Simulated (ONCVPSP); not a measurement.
## Co, ONCV: configuration errors across variants

- Element: cobalt
- Generator: ONCVPSP 4.0.1
- Type: optimised norm-conserving Vanderbilt (ONCV)
- Functional: LDA (Perdew-Wang 92)
- Relativity: scalar-relativistic
- Frozen core: [Ne]
- Valence charge: 17
- Reference configuration: 3s2 3p6 3d6 (charge +3)
- Partial waves: 3s: rc 1.10 bohr, ncon 4, nbas 9, qcut 13.8 1/bohr, 2 projectors, debl 2.5 Ha; 3p: rc 0.95 bohr, ncon 5, nbas 9, qcut 15.1 1/bohr, 2 projectors, debl 0.6 Ha; 3d: rc 1.55 bohr, ncon 3, nbas 7, qcut 12.3 1/bohr, 2 projectors, debl 2.6 Ha; f scattering state at 0.28 Ha: rc 1.30 bohr, ncon 3, nbas 6, qcut 9.6 1/bohr, 2 projectors, debl 3.3 Ha
- Local potential: polynomial inside 0.75 bohr (lpopt 1, dvloc0 0 Ha)
- Core correction: Teter function, fcfact 5, rcfact 1.15

In the s channel the program set the typed energies aside and used -5.155, 0.250 Ha. In the p channel the program set the typed energies aside and used -3.811, 0.250 Ha.

All-electron excitation energies from the reference (eV): (1) 3s2 3p6 3d7 4s2 -62.560; (2) 3s2 3p6 3d7 4s1 -53.271; (3) 3s2 3p6 3d7 -36.193; (4) 3s1 3p6 3d7 4s2 47.435.

Errors AE − PS in meV (a dash: test not solved or not reliable):

| change | (1) | (2) | (3) | (4) | bound ghosts | GHOST(+) flags above zero |
| --- | --- | --- | --- | --- | --- | --- |
| base | +26 | +38 | +60 | -116 | none | none |
| core correction Teter function, fcfact 7.1, rcfact 1.15 | +26 | +38 | +60 | -117 | none | none |
| core correction Teter function, fcfact 5, rcfact 2.06 | +24 | +35 | +55 | -120 | none | none |
| local potential polynomial inside 0.60 bohr (lpopt 5, dvloc0 0 Ha) | +26 | +38 | +60 | -115 | none | s |
| p: rc 0.86 | +26 | +38 | +60 | -116 | none | none |
| local potential polynomial inside 0.75 bohr (lpopt 1, dvloc0 6 Ha) | +26 | +38 | +60 | -116 | none | none |

Problem. Give the same row for: s: qcut 9.2.

Solution. +25, +38, +60, -185; bound ghosts: none; GHOST(+) flags above zero: none.
